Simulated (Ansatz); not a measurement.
Isolated molecules relaxed with PBE0-D4/def2-TZVP in Ansatz; ΔE leaves out vibrations. CBS: MP2 limit from def2 TZ/QZ plus the TZ coupled-cluster correction, frozen cores. This one scheme is used for every species. Functionals use def2-TZVPP. For Ge outer-core shells are correlated without core-valence functions, which leaves a few kJ/mol of doubt a bond. Scalar relativity is left out up to krypton. Each species was taken in one conformer, which may not be the lowest.

Reaction (formal hydrolysis of the Si–F bond): `F[SiH]([SiH3])[GeH3]` + H₂O → `O[SiH]([SiH3])[GeH3]` + H–F

`F[SiH]([SiH3])[GeH3]`:

Cartesian coordinates in Å:
```
F 1.149 -1.719 -1.038
Si 0.852 -0.448 -0.092
Si 0.223 1.382 -1.413
Ge -0.853 -1.024 1.472
H 2.113 -0.140 0.640
H 1.279 1.735 -2.399
H -0.005 2.540 -0.506
H -1.042 1.081 -2.135
H -2.165 -1.353 0.742
H -1.102 0.178 2.399
H -0.447 -2.233 2.331
```

H₂O:

```xyz
3

O     0.269   -0.274   -0.064
H     0.166    0.562   -0.524
H    -0.435   -0.288    0.588
```

`O[SiH]([SiH3])[GeH3]`:

Cartesian coordinates in Å:
```
O 0.394 2.018 0.543
Si 0.634 0.416 0.189
Si -0.433 -0.821 1.861
Ge -0.224 -0.160 -1.965
H 0.774 2.664 -0.054
H 2.092 0.085 0.176
H -0.216 -2.267 1.578
H -1.895 -0.549 1.855
H 0.115 -0.507 3.208
H 0.357 0.767 -3.051
H -1.757 -0.039 -2.014
H 0.158 -1.607 -2.326
```

H–F:

```xyz
2

F     0.047    0.382   -0.251
H    -0.047   -0.382    0.251
```

| level | ΔE (kcal/mol) |
| --- | --- |
| PBE-D4 | 9.4 |
| PBE0-D4 | 9.2 |
| PBE | 10.0 |
| MP2/def2-QZVPP | 9.0 |

(1) What does CCSD(T)/CBS give? (An estimate is asked.)

Largest T1 diagnostic among the species: 0.013.

## Answers

(1) The calculation gave: +9.6 kcal/mol. The listed levels differ from it by -0.2, -0.4, 0.4, -0.6 kcal/mol.

The D4 term adds −1.0 kcal/mol with B3LYP and −0.5 kcal/mol with PBE0; it sums over pairs of atoms, weighted by their polarisabilities, and B3LYP, whose exchange is more repulsive, gets the larger term. In def2-TZVPP, CCSD(T) changes the Hartree–Fock value by −2.2 kcal/mol (the triples alone add −0.4 kcal/mol) and MP2 by −2.8 kcal/mol.

CCSD(T)/CBS has its own doubt, a few kJ/mol and more with outer-core shells, so smaller differences from it don't rank the levels.

B3LYP here is the variant with VWN-RPA as its local correlation; programs differ in this.
